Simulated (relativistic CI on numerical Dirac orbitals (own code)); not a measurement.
Radial parameters of Sc9+

Method of calculation: Dirac-Coulomb-Breit CI, orbitals from a KLI potential per configuration, model QED (radiative potential, 1s self-energy scaled to tabulated hydrogen-like ionisation energies), unscaled Slater integrals (own radial code, finite nucleus).

Slater integrals F^k, G^k are unscaled and averaged over j, outside the closed core [Ne]; ζ comes from projecting the Hamiltonian with its Breit term on Σ l·s of the shell.

- 3s.3p: G^1(3s,3p) = 140440, ζ(3p) = 4147.4 cm⁻¹; <r>(3s) = 0.929, <r^2>(3s) = 0.9802, <r>(3p) = 0.942, <r^2>(3p) = 1.02 (bohr units).
- 3p2: F^2(3p,3p) = 106560, ζ(3p) = 4141.4 cm⁻¹; <r>(3p) = 0.9445, <r^2>(3p) = 1.026 (bohr units).
- 3s.3d: G^2(3s,3d) = 96584, ζ(3d) = 196.74 cm⁻¹; <r>(3s) = 0.9298, <r^2>(3s) = 0.9821, <r>(3d) = 0.914, <r^2>(3d) = 0.9723 (bohr units).

Averages of the first 10 configurations, taken without configuration mixing, which lowers the lowest level and can move excited configurations by several eV; other configurations of the list can lie among them:

| Configuration | Parity | States | Average energy above the lowest level (eV) |
| --- | --- | --- | --- |
| 3s2 | even | 1 | 1.9 |
| 3s.3p | odd | 12 | 23.1 |
| 3p2 | even | 15 | 49.1 |
| 3s.3d | even | 20 | 58.1 |
| 3d2 | even | 45 | 116.2 |
| 3p.3d | odd | 60 | 81.9 |
| 3p.4s | odd | 12 | 137.0 |
| 3s.4s | even | 4 | 112.4 |
| 3s.4p | odd | 12 | 121.8 |
| 3d.4s | even | 20 | 170.0 |
